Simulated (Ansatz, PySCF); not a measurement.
Bi(Me)2 (C₂H₆Bi), SMILES [CH3][Bi][CH3], multiplicity 2. Atoms are numbered in the order given.

```xyz
9

Bi     0.1789     0.1009     0.2386
C      0.5769    -0.3232    -1.9908
H      0.4997    -1.4057    -2.1680
H      1.5825     0.0282    -2.2612
H     -0.1770     0.2022    -2.5947
C     -1.9290    -0.8195     0.1045
H     -1.8411    -1.8694    -0.2106
H     -2.5163    -0.2612    -0.6389
H     -2.4205    -0.7646     1.0858
```
Charge 0, spin multiplicity 2.

The structure is a stationary point at B3LYP-D3(BJ)/def2-SVP. The spin state was assumed, not searched. The isomer is the one that the SMILES or the coordinates give; other isomers of the formula were not compared. The def2 effective core potentials stand for the cores of Bi; spin–orbit coupling is left out.

Two levels are set side by side: PBE-D3(BJ)/def2-SVP (Ansatz, a first-principles code) and B3LYP-D3(BJ)/def2-SVP (Ansatz). Each level has its own optimised geometry; the coordinates shown are those of the second. Frequencies come from the Hessian of PySCF at each geometry. Differences are taken from unrounded values.

```tsv
quantity	B3LYP-D3(BJ)	PBE-D3(BJ)	PBE-D3(BJ) minus B3LYP-D3(BJ)
mean bond length (Å)	1.401	1.406	0.006
bond Bi1–C2 (Å)	2.304	2.305	0.001
bond Bi1–C6 (Å)	2.304	2.305	0.001
bond C2–H3 (Å)	1.100	1.107	0.008
bond C2–H4 (Å)	1.099	1.106	0.007
bond C2–H5 (Å)	1.100	1.107	0.008
bond C6–H7 (Å)	1.100	1.107	0.008
bond C6–H8 (Å)	1.100	1.107	0.008
bond C6–H9 (Å)	1.099	1.106	0.008
highest harmonic wavenumber (cm⁻¹)	3159	3109	-51
mean harmonic wavenumber (cm⁻¹)	1469	1433	-36
zero-point energy (kcal/mol)	44.10	43.01	-1.09
```

Exact exchange shortens and stiffens bonds; PBE has none. Differences between two approximate levels are no errors against the true value.
